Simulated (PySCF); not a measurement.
Simulation results for C2H5FSi, CH4FNSi, CH5NSi2, C2H6BF and others

Computed with PySCF 2.14.0. Calculation on a computer-drawn molecule: the log of a Hartree-Fock and frozen-core CCSD(T) single point meant for a local Hartree-Fock minimum, with one planted fault or none, to be diagnosed. Offsets are logged minus clean, where the clean run is the same molecule without the fault. The reference is restricted for singlets and unrestricted otherwise, and also for a bond in bohr or an excited solution. Adding or removing an electron swaps singlet and doublet. The excited solution moves the top pair (singlet) or top alpha electron (doublet) to the lowest empty orbital. Highest occupied and lowest empty are orbital energies over both spins, largest force is the largest gradient component, triples share is (T) over the correlation energy, the T1 limit is 0.02 restricted and 0.045 unrestricted, electrons count all cores, a negative frequency is imaginary (commonest isotopes), and the dipole is about the centre of nuclear charge.

Common to all runs: meant multiplicity 1; logged SCF converged yes; logged CC converged yes; logged SCF stable within its kind yes; possible faults no fault, one electron removed, one electron added, multiplicity raised by two, geometry at a saddle point, SCF held on an excited solution, minimal basis STO-3G, one bond length entered in bohr, all coordinates scaled.

(1) 
```xyz
9
formula=C2H5FSi meant_charge=0 meant_basis=cc-pV(D+d)Z logged_electrons=40 logged_basis_functions=90 logged_spin_squared=2.0304 logged_highest_occupied=-4.8402 logged_lowest_empty=1.0901 logged_largest_force=0.095296 logged_T1_diagnostic=0.012591 logged_D1_diagnostic=0.045267 logged_triples_share=0.023071 logged_dipole_magnitude=2.6054 logged_energy_HF=-466.93139 logged_energy_CCSD(T)=-467.51784 planted_fault=multiplicity_raised_by_two HF_energy_offset_from_clean_run=67.76 CCSD(T)_energy_offset_from_clean_run=87.65
C      0.5032     2.9357     1.8439
Si     1.7767     2.1175     1.1246
C      1.7752     0.9764    -0.3333
F      3.2838     2.2431     1.6712
H     -0.5017     2.8298     1.4508
H      0.6184     3.5849     2.7027
H      2.1440    -0.0108    -0.0459
H      2.4270     1.3619    -1.1205
H      0.7637     0.8748    -0.7293
```

Units: logged_highest_occupied, logged_lowest_empty in eV; logged_largest_force in hartree/bohr; logged_dipole_magnitude in debye; logged_energy_HF, logged_energy_CCSD(T) in hartree; HF_energy_offset_from_clean_run, CCSD(T)_energy_offset_from_clean_run in kcal/mol.

Drawn bonds:
```tsv
atom	other atom	order
1	2	2
2	3	1
2	4	1
1	5	1
1	6	1
3	7	1
3	8	1
3	9	1
```

(2) 
```xyz
8
formula=CH4FNSi meant_charge=0 meant_basis=cc-pV(D+d)Z logged_electrons=39 logged_basis_functions=85 logged_spin_squared=0.7582 logged_highest_occupied=-17.645 logged_lowest_empty=-5.7056 logged_largest_force=0.086855 logged_T1_diagnostic=0.016594 logged_D1_diagnostic=0.079977 logged_triples_share=0.023272 logged_dipole_magnitude=3.9502 logged_energy_HF=-482.81422 logged_energy_CCSD(T)=-483.40784 planted_fault=one_electron_removed HF_energy_offset_from_clean_run=154.8 CCSD(T)_energy_offset_from_clean_run=177.6
C     -0.6405     1.6396    -3.3731
Si     0.2320     0.7112    -2.2892
N     -0.0680     0.3196    -0.6904
F      1.6138    -0.0087    -2.6541
H     -0.2963     1.7928    -4.3875
H     -1.5731     2.1136    -3.0927
H      0.5466    -0.2538    -0.1483
H     -0.8730     0.6336    -0.1870
```

Units: logged_highest_occupied, logged_lowest_empty in eV; logged_largest_force in hartree/bohr; logged_dipole_magnitude in debye; logged_energy_HF, logged_energy_CCSD(T) in hartree; HF_energy_offset_from_clean_run, CCSD(T)_energy_offset_from_clean_run in kcal/mol.

Drawn bonds:
```tsv
atom	other atom	order
1	2	2
2	3	1
2	4	1
1	5	1
1	6	1
3	7	1
3	8	1
```

(3) 
```xyz
9
formula=CH5NSi2 meant_charge=0 meant_basis=cc-pV(D+d)Z logged_electrons=45 logged_basis_functions=99 logged_spin_squared=1.2817 logged_highest_occupied=-14.298 logged_lowest_empty=-5.4247 logged_largest_force=0.06944 logged_T1_diagnostic=0.06874 logged_D1_diagnostic=0.31043 logged_triples_share=0.030704 logged_dipole_magnitude=1.7422 logged_energy_HF=-672.79771 logged_energy_CCSD(T)=-673.30283 planted_fault=one_electron_removed HF_energy_offset_from_clean_run=137.1 CCSD(T)_energy_offset_from_clean_run=169.8
C     -1.4223    -0.0969     2.1889
Si    -1.0095    -0.7261     0.6608
N     -0.9499    -2.3963     0.3364
Si    -0.4875     0.6791    -1.1799
H     -1.4268     0.9785     2.3262
H     -1.6849    -0.6779     3.0675
H     -1.1644    -3.1054     1.0096
H     -0.7606    -2.7708    -0.5710
H     -0.6655     1.9059    -0.3176
```

Units: logged_highest_occupied, logged_lowest_empty in eV; logged_largest_force in hartree/bohr; logged_dipole_magnitude in debye; logged_energy_HF, logged_energy_CCSD(T) in hartree; HF_energy_offset_from_clean_run, CCSD(T)_energy_offset_from_clean_run in kcal/mol.

Drawn bonds:
```tsv
atom	other atom	order
1	2	2
2	3	1
2	4	1
1	5	1
1	6	1
3	7	1
3	8	1
4	9	1
```

Notes: T1 above single-reference limit.

(4) 
```xyz
10
formula=C2H6BF meant_charge=0 meant_basis=cc-pVDZ logged_electrons=32 logged_basis_functions=26 logged_spin_squared=0 logged_highest_occupied=-10.12 logged_lowest_empty=8.0166 logged_largest_force=0.03709 logged_T1_diagnostic=0.014035 logged_D1_diagnostic=0.066677 logged_triples_share=0.022878 logged_dipole_magnitude=0.61987 logged_energy_HF=-200.79502 logged_energy_CCSD(T)=-201.00743
C     -1.4200     1.5702     0.5149
B     -1.7493     1.2334    -0.9866
C     -1.0617     0.0959    -1.8291
F     -2.6896     1.9722    -1.5971
H     -2.2481     2.0639     1.0277
H     -0.5695     2.2653     0.5249
H     -1.1102     0.6906     1.0844
H     -0.0440    -0.1216    -1.4968
H     -1.6438    -0.8248    -1.6873
H     -1.0579     0.3117    -2.8997
```

Units: logged_highest_occupied, logged_lowest_empty in eV; logged_largest_force in hartree/bohr; logged_dipole_magnitude in debye; logged_energy_HF, logged_energy_CCSD(T) in hartree.

Drawn bonds:
```tsv
atom	other atom	order
1	2	1
2	3	1
2	4	1
1	5	1
1	6	1
1	7	1
3	8	1
3	9	1
3	10	1
```

(5) 
```xyz
11
formula=CH7BNSi meant_charge=1 meant_basis=cc-pV(D+d)Z logged_electrons=37 logged_basis_functions=100 logged_spin_squared=0.7787 logged_highest_occupied=-22.547 logged_lowest_empty=-13.91 logged_largest_force=0.094836 logged_T1_diagnostic=0.024413 logged_D1_diagnostic=0.10876 logged_triples_share=0.03188 logged_dipole_magnitude=2.0388 logged_energy_HF=-409.22861 logged_energy_CCSD(T)=-409.75734
C      0.3668     1.1491     0.4830
B      0.1052     0.1889    -0.7288
N     -0.5964     0.4587    -1.8777
Si     0.9021    -1.7423    -0.6298
H      1.4394     1.3080     0.6371
H     -0.0986     2.1257     0.3354
H     -0.0229     0.7284     1.4159
H     -1.0194     1.3580    -2.0247
H     -0.7530    -0.1674    -2.6418
H      0.7329    -2.7698    -1.6701
H      1.7045    -2.2410     0.4959
```

Units: logged_highest_occupied, logged_lowest_empty in eV; logged_largest_force in hartree/bohr; logged_dipole_magnitude in debye; logged_energy_HF, logged_energy_CCSD(T) in hartree.

Drawn bonds:
```tsv
atom	other atom	order
1	2	1
2	3	1
2	4	1
1	5	1
1	6	1
1	7	1
3	8	1
3	9	1
4	10	1
4	11	1
```

Q: Give the missing planted fault for C2H6BF (entry 4).
A: minimal basis STO-3G

Q: CH7BNSi (entry 5): planted fault?
A: one electron removed

Further results for C2H6BF (entry 4):

- HF energy offset from clean run: 1661 kcal/mol
- CCSD(T) energy offset from clean run: 1915 kcal/mol

Further results for CH7BNSi (entry 5):

- HF energy offset from clean run: 351.5 kcal/mol
- CCSD(T) energy offset from clean run: 362.6 kcal/mol
